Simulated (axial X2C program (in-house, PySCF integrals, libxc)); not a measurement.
## Nuclear properties of InN

Calculated with an in-house all-electron X2C program for linear molecules (integrals from PySCF): two-component X2C with atomic mean-field Coulomb and Gaunt terms, Gaussian nuclei, basis In dyall-cv3z, N dyall-av3z with contracted cores.

R = 2.068 Å (near the PBE0 minimum at charge 0 of the determinant lowest at the starting distance; the state shown can have its own minimum elsewhere).

Determinant lowest in the PBE0 search, Ω = 1 (⟨Sz⟩ = 1.00, ⟨Lz⟩ = 0.00 at PBE0), spin on the atoms In 0.01, N 0.99:

```json
{"level": "PBE0", "Eeff magnitude (GV/cm)": "0.652", "Ws magnitude In (kHz)": "0.45", "A∥/gI In (MHz)": "-32.6", "qzz In (a.u.)": "-6.54", "A∥/gI N (MHz)": "-97.2", "qzz N (a.u.)": "-1.42", "μ (D)": "-1.84"}
{"level": "HF", "Eeff magnitude (GV/cm)": "0.654", "Ws magnitude In (kHz)": "0.436", "A∥/gI In (MHz)": "-32.2", "qzz In (a.u.)": "-7.01", "A∥/gI N (MHz)": "-37.9", "qzz N (a.u.)": "-1.28", "μ (D)": "-1.86"}
{"level": "LDA", "Eeff magnitude (GV/cm)": "0.865", "Ws magnitude In (kHz)": "0.581", "A∥/gI In (MHz)": "-64.2", "qzz In (a.u.)": "-6.41", "A∥/gI N (MHz)": "-117", "qzz N (a.u.)": "-1.46", "μ (D)": "-1.74"}
{"level": "PBE50", "Eeff magnitude (GV/cm)": "0.783", "Ws magnitude In (kHz)": "0.519", "A∥/gI In (MHz)": "-25.4", "qzz In (a.u.)": "-6.77", "A∥/gI N (MHz)": "-88.6", "qzz N (a.u.)": "-1.37", "μ (D)": "-1.88"}
{"level": "B3LYP", "Eeff magnitude (GV/cm)": "0.771", "Ws magnitude In (kHz)": "0.522", "A∥/gI In (MHz)": "-28.3", "qzz In (a.u.)": "-6.40", "A∥/gI N (MHz)": "-84.4", "qzz N (a.u.)": "-1.48", "μ (D)": "-1.95"}
```

Eeff is the effective electric field on the electron electric dipole moment in this Ω state and Ws the scalar–pseudoscalar constant of the nucleus named (defined with the proton number Z and per Ω); A∥ (defined per Ω) follows by multiplying with gI = μI/(I μN); qzz is the electric field gradient, eQq0 = 234.96 MHz × Q/barn × qzz; μ is positive if the N end (last atom) is positive. The operators were transformed with the bare-nucleus X2C matrices; with these basis sets, hyperfine constants and field gradients can be off by tens of per cent, and where levels differ in sign neither size nor sign is settled.

Q: With Q(115In) = 0.772 barn, Q(14N) = 0.02044 barn (Q from Pyykkö, Mol. Phys. 2018), turn the PBE0 values of the first state into constants in MHz.

A: eQq0(115In) = 234.96 × (0.772) × (-6.54) = -1190 MHz; eQq0(14N) = 234.96 × (0.02044) × (-1.42) = -6.82 MHz.

Each state is one determinant with collinear spin, which with several unpaired electrons need not be a pure state. Unrestricted Hartree–Fock can overshoot spin polarisation at the nuclei. With several open shells hyperfine constants can be off by a factor of several. Open-shell Ω = 0 determinants with evenly filled partner blocks cannot be reached by this program, so the Ω shown need not be the lowest component. At LDA a later determinant lies lower. States lie within half an eV, so the first need not be the ground state. Further determinants of the search, some of them spin-mixed, are not shown. Where a field gradient or hyperfine factor spreads by more than a factor of two over the levels, a constant derived from it is not to be relied on.
